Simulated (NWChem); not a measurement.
## I2Sn in NWChem

```xyz
3

Sn     0.0000     0.0000    -1.1880
I     -2.1161     0.0000     0.5604
I      2.1161     0.0000     0.5604
```
Charge 0, spin multiplicity 1.

Program: NWChem. The geometry was optimised at PBE0/def2-SVP with def2 effective core potentials on Sn, I, a minimum by its harmonic frequencies.

Symmetry labels belong to the abelian group C2v used in the runs, with the axes of the coordinates shown.

Effective core potentials replace the inner electrons of Sn, I; spin-orbit coupling is left out. The structure started from a generated list of species.

List the lowest 6 singlet excitations that CIS/def2-SVP with def2 effective core potentials on Sn, I gives, with oscillator strengths.


```
state  symmetry  energy (eV)  wavelength (nm)      f
-----  --------  -----------  ---------------  -----
1            b2         3.25              381  0.030
2            a2         4.25              292  0.000
3            b1         4.75              261  0.022
4            a1         5.12              242  0.009
5            b2         5.17              240  0.005
6            a2         5.51              225  0.000
```
